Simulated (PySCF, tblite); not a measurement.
Species: C₄H₄FO₂ (charge -1).
SMILES with atom numbers: `[O:1]=[C:2]([O-:3])[C@@H:4]1[CH2:5][C@@H:6]1[F:7]` (hydrogens: H8 on C4; H9, H10 on C5; H11 on C6)

Computed geometry: GFN2-xTB, gas phase.

**Question.** Give the optimised bond lengths and angles.

**Answer.** 
| bond | length (Å) | order |
| --- | --- | --- |
| O1=C2 | 1.232 | double |
| C2–O3 | 1.235 | single |
| C2–C4 | 1.593 | single |
| C4–C5 | 1.503 | single |
| C5–C6 | 1.490 | single |
| C6–F7 | 1.375 | single |
| C4–C6 | 1.490 | single |
| C4–H8 | 1.086 | single |
| C5–H9 | 1.082 | single |
| C5–H10 | 1.083 | single |
| C6–H11 | 1.090 | single |

Orders are formal, as drawn. A selection of angles:
| angle | degrees |
| --- | --- |
| O1–C2–O3 | 130.7 |
| O1–C2–C4 | 115.7 |
| O3–C2–C4 | 113.5 |
| C2–C4–C5 | 119.0 |
| C2–C4–C6 | 122.3 |
| C2–C4–H8 | 112.2 |
| C5–C4–C6 | 59.7 |
| C5–C4–H8 | 119.1 |
| C6–C4–H8 | 115.3 |
| C4–C5–C6 | 59.7 |
| C4–C5–H9 | 113.5 |
| C4–C5–H10 | 121.8 |
| C6–C5–H9 | 116.2 |
| C6–C5–H10 | 119.0 |
| H9–C5–H10 | 115.3 |
| C5–C6–F7 | 119.2 |
| C5–C6–H11 | 120.4 |
| F7–C6–H11 | 107.7 |
| C4–C6–C5 | 60.6 |
| C4–C6–F7 | 122.0 |
| C4–C6–H11 | 120.8 |

Torsions: O1–C2–C4–C5 2° (synperiplanar); C2–C4–C5–C6 -113° (anticlinal); C4–C5–C6–F7 112° (anticlinal); C2–C4–C6–C5 107° (anticlinal).

C2 (carboxylate carbon) is planar (angles 130.7°, 115.7° and 113.5°, sum 360.0°, 0.01 Å off the plane of its three neighbours). The C–C distances run from 1.490 Å (C4–C6, drawn single) to 1.593 Å (C2–C4, drawn single), a spread of 0.103 Å. The 3-membered ring C4–C5–C6 has internal angles of 59.7° to 60.6°. Of the pairs four or more bonds apart, O1···H9 is among the closest relative to their van der Waals radii: 2.45 Å, 90 % of the sum of Bondi's values.

Point group: C1 (no symmetry element, even within 0.4 Å). Its GFN2-xTB frequencies are all real (lowest 54 cm⁻¹).

One conformer stands for the species.
